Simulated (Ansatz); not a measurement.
Consider the formal exchange of groups at a C–I bond: `[SiH3]C([SiH3])I` + `BCl` → `[SiH3]C([SiH3])BCl` + HI.

Gas-phase electronic energies from Ansatz, PBE0-D4/def2-TZVP geometries. CBS: MP2 limit from def2 TZ/QZ plus the TZ coupled-cluster correction, frozen cores. This one scheme is used for every species. Functionals use def2-TZVPP. B3LYP here is the variant with VWN-RPA as its local correlation; programs differ in this. Elements past krypton have def2 core potentials. For I outer-core shells are correlated without core-valence functions, which leaves a few kJ/mol of doubt a bond. Each species was taken in one conformer, which may not be the lowest.

`[SiH3]C([SiH3])I`:

Cartesian coordinates in Å:
```
Si 0.933 -0.505 -1.222
C 0.410 0.508 0.270
Si -1.355 0.237 0.852
I 1.724 0.009 1.900
H 0.759 -1.947 -0.918
H 2.350 -0.226 -1.564
H 0.065 -0.137 -2.376
H 0.583 1.569 0.082
H -2.284 0.622 -0.247
H -1.637 1.068 2.048
H -1.547 -1.199 1.175
```

`BCl`:

Cartesian coordinates in Å:
```
B -0.053 0.123 0.073
Cl 0.547 -1.273 -0.760
H -1.187 0.118 0.433
H 0.693 1.033 0.253
```

`[SiH3]C([SiH3])BCl`:

Cartesian coordinates in Å:
```
Si 0.620 -1.548 -0.213
C -0.504 -0.095 0.215
Si -0.280 1.233 -1.106
B -0.114 0.472 1.584
Cl -1.255 0.533 2.913
H 2.034 -1.096 -0.254
H 0.484 -2.626 0.800
H 0.241 -2.090 -1.545
H -1.544 -0.440 0.184
H -0.666 0.682 -2.431
H -1.135 2.412 -0.810
H 1.140 1.664 -1.151
H 0.979 0.899 1.813
```

HI:

Z-matrix (Å, degrees):
```
I
H 1 1.610
```

```
             species  B3LYP energy (Eh)
  `[SiH3]C([SiH3])I`         -919.18069
               `BCl`         -486.31122
`[SiH3]C([SiH3])BCl`        -1107.11691
                  HI         -298.40577
```

**Question.** Work out ΔE.

**Answer.** ΔE = (-1107.11691) + (-298.40577) − (-919.18069) − (-486.31122) = -0.03077 Eh = -80.8 kJ/mol. CCSD(T)/CBS gives -73.3 kJ/mol.

Largest T1 diagnostic among the species: 0.012.
